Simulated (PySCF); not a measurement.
Give a GFN2-xTB geometry of `[O+]#Cc1ccc(Cl)cc1`. (Charge +1.)

```
atom  x, y, z in Å
O1     3.5694   -0.4772   -0.2220
C2     2.4533   -0.3281   -0.1518
C3     1.1157   -0.1491   -0.0687
C4     0.2418   -1.2753   -0.0179
C5    -1.1085   -1.0809    0.0632
C6    -1.6454    0.2199    0.0975
Cl7   -3.3138    0.4434    0.1956
C8    -0.7865    1.3341    0.0493
C9     0.5675    1.1672   -0.0311
H10    0.6550   -2.2717   -0.0446
H11   -1.7741   -1.9298    0.1026
H12   -1.2063    2.3282    0.0775
H13    1.2275    2.0199   -0.0672
```

Orientation and origin are arbitrary. Atoms count from 1 in this order. C6 (aromatic C–Cl carbon) is planar (angles 120.1°, 120.1° and 119.9°, sum 360.0°, 0.00 Å off the plane of its three neighbours). C4 (aromatic CH carbon) is planar (angles 120.7°, 119.7° and 119.6°, sum 360.0°, 0.00 Å off the plane of its three neighbours). The C–C distances run from 1.352 Å (C2–C3, drawn single) to 1.426 Å (C3–C9, aromatic), a spread of 0.074 Å. C5 (aromatic CH carbon) is planar (angles 120.6°, 120.0° and 119.4°, sum 360.0°, 0.00 Å off the plane of its three neighbours).

Bonds between heavy atoms (Å): O1≡C2 1.128, C2–C3 1.352, C3–C4 1.426, C4–C5 1.367, C5–C6 1.408, C6–Cl7 1.686, C6–C8 1.408, C8–C9 1.367, C3–C9 1.426.

The geometry is computed with GFN2-xTB (gas phase).

Point group: C2v (tolerance 0.08 Å). GFN2-xTB frequencies: not computed here.
